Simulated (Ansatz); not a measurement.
Calculated with Ansatz (gas phase, PBE0-D4/def2-TZVP geometries, no zero-point term in ΔE). CCSD(T)/CBS adds triple-zeta CCSD(T) − MP2 to the extrapolated MP2 energy (def2 sets, frozen cores). This one scheme is used for every species. DFT in def2-TZVPP. Elements past krypton have def2 core potentials. For I, Zr outer-core shells are correlated without core-valence functions, which leaves a few kJ/mol of doubt a bond. Each species was taken in one conformer, which may not be the lowest.

Reaction (formal hydrolysis of a Zr–I bond): `[Cl][Zr]([Cl])([I])[I]` + H₂O → `[OH][Zr]([Cl])([Cl])[I]` + HI

`[Cl][Zr]([Cl])([I])[I]`:

Cartesian coordinates in Å:
```
Cl 1.987 -0.674 1.086
Zr 0.007 -0.038 0.079
Cl -1.767 -0.538 1.472
I 0.053 2.600 -0.397
I -0.279 -1.350 -2.240
```

H₂O:

Z-matrix (Å, degrees):
```
O
H 1 0.960
H 1 0.960 2 105.1
```

`[OH][Zr]([Cl])([Cl])[I]`:

```xyz
6

O     0.656   -0.414    1.277
Zr   -0.117    0.061   -0.364
Cl    1.495    1.086   -1.702
Cl   -0.916   -1.860   -1.418
I    -2.162    1.778    0.091
H     1.045   -0.651    2.116
```

HI:

```xyz
2

I    -0.600    0.454   -0.286
H     0.600   -0.454    0.286
```

CCSD(T)/CBS gives +4.4 kcal/mol.

**Question.** Another level gave +2.1 kcal/mol. Which?
A. r2SCANh/def2-TZVPP
B. MP2/def2-TZVPP
C. BHLYP/def2-TZVPP
D. PBE0-D4/def2-TZVPP

**Answer.** A. r2SCANh 2.1, BHLYP -0.5, MP2/def2-TZVPP 7.1, PBE0-D4 3.4 kcal/mol.

**Question.** What do rigid-rotor, harmonic-oscillator terms from PBE0-D4/def2-TZVP frequencies (298.15 K, 1 bar) make of the CCSD(T)/CBS value? (Best estimate.)

**Answer.** Ansatz gave: ΔZPE = -2.8 kcal/mol, ΔH = +1.5 kcal/mol, ΔS = 8 J/(mol·K), ΔG = +1.0 kcal/mol.

Largest T1 diagnostic among the species: 0.015.

In def2-TZVPP, CCSD(T) changes the Hartree–Fock value by +4.4 kcal/mol (the triples alone add +1.7 kcal/mol) and MP2 by +8.5 kcal/mol. Leaving LDA and LC-ωPBE aside and taking each functional with its dispersion term where it has one, the values, not all of them listed here, spread over 6.7 kcal/mol, from CAM-B3LYP-D4 to PBE-QIDH. The D4 term adds +1.9 kcal/mol with B3LYP and +1.1 kcal/mol with PBE0; it sums over pairs of atoms, weighted by their polarisabilities, and B3LYP, whose exchange is more repulsive, gets the larger term.

CCSD(T)/CBS has its own doubt, a few kJ/mol and more with outer-core shells, so smaller differences from it don't rank the levels.

B3LYP here is the variant with VWN-RPA as its local correlation; programs differ in this.
